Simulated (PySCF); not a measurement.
B3LYP has the VWN-RPA correlation part, as in Gaussian. 

[Ti(Cl)4] (charge 0, multiplicity 1)

Method: B3LYP-D3(BJ)/def2-TZVP // BP86-D3(BJ)/def2-SVP run with PySCF.

- HOMO: -9.34 eV
- dipole moment: 0.00 D
- LUMO: -4.04 eV
- HOMO–LUMO gap: 5.31 eV
- charge on the central atom (Mulliken): 1.08 e
- charge on the central atom (meta-Löwdin): 1.15 e
- total energy: -73217.46 eV
- cost: around 2.8 core-minutes (rough)

Bond lengths (Å): Ti1–Cl2 2.174, Ti1–Cl3 2.174, Ti1–Cl4 2.174, Ti1–Cl5 2.174. Bond angles (°): Cl2–Ti1–Cl3 109.4, Cl2–Ti1–Cl4 109.5, Cl2–Ti1–Cl5 109.4, Cl3–Ti1–Cl4 109.5, Cl3–Ti1–Cl5 109.5, Cl4–Ti1–Cl5 109.5.
